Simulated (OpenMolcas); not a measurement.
CH5FOSi: a line through the functionals

CH5FOSi has 9 atoms, charge 0, and is taken as a singlet. As SMILES, `CO[SiH2]F`. The shape is that of a PBE0-D4/def2-TZVP optimisation. This is one conformer, not always the lowest.

The vertical ionisation energy (to the doublet cation) y, in eV, basis def2-SVP; a is the functional's share of exact exchange. Programs: OpenMolcas 26.06.

| functional | program | a | y (eV) |
| --- | --- | --- | --- |
| BLYP | OpenMolcas | 0 | 10.44 |
| TPSS | OpenMolcas | 0 | 10.67 |
| B3LYP | OpenMolcas | 0.2 | ? |
| PBE0 | OpenMolcas | 0.25 | 11.04 |
| BHLYP | OpenMolcas | 0.5 | 11.24 |

Problem. Fit y = c + s·a to the known rows and predict B3LYP.

Solution. 
1. Means of the 4 rows: a = 0.1875, y = 10.848.
2. Σ(Δa)² = 0.17188, Σ(Δa·Δy) = 0.24438, so the slope is 0.24438/0.17188 = 1.4218.
3. Intercept: 10.848 − (1.4218) × 0.1875 = 10.581. The largest residual of the fit is 0.14.
4. B3LYP: 10.581 + (1.4218) × 0.2 = 10.87 eV.

The run gave 11.01 eV, so the prediction is off by -0.14 eV, about the largest residual. The rows mix families of semi-local functionals, which the line can't see.
